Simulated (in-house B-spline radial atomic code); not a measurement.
A run on Tc II (Tc+) (an excited or competing configuration) that did not converge. Method: scalar-relativistic (X2C) wB97X, spin-polarised, spherical fractional occupations, exact exchange averaged over the configuration, Fermi nucleus of rms radius 4.41117 fm; computed with a B-spline radial code for spherical atoms.

Command:
```bash
python run_scf.py task.json out
```
Settings (nuclear radius in fm, mass in u):
```
Z                43
configuration    [Ar] 3d9 4s2 4p6 4d5 5s1 5d1
hamiltonian      x2c
method           wb97x
spin_polarised   True
nucleus          fermi
rms_radius       4.41117
atomic_mass      96.90636
speed_of_light   137.035999084
exact_exchange   averaged over the configuration
```

First and last ten iterations of the last attempt (damped for 15 steps, keeping 80 % of the old Fock matrix, then DIIS):
```
 iter        energy (Eh)    residual
    1       -4266.214783    4.46e-01
    2       -4271.384938    2.94e-01
    3       -4273.130523    2.08e-01
    4       -4274.144812    1.64e-01
    5       -4274.714764    1.16e-01
    6       -4275.019716    8.46e-02
    7       -4275.178926    6.17e-02
    8       -4275.260680    4.41e-02
    9       -4275.302260    3.11e-02
   10       -4275.323382    2.20e-02
  111       -4275.346660    7.22e-06
  112       -4275.346660    7.37e-06
  113       -4275.346660    1.08e-05
  114       -4275.346660    7.90e-06
  115       -4275.346660    1.09e-05
  116       -4275.346660    4.52e-06
  117       -4275.346660    4.67e-06
  118       -4275.346660    2.50e-06
  119       -4275.346660    2.75e-06
  120       -4275.346660    2.42e-06
 not converged after 120 iterations
```

The smallest residual met was 2.1e-06; the threshold is about 4e-07. Over the last five steps the energy moves by less than 1e-08 hartree, but the orbitals didn't meet the threshold. Time taken, with all properties: 26 s on 1 thread of Arm Neoverse V2 (shared host).
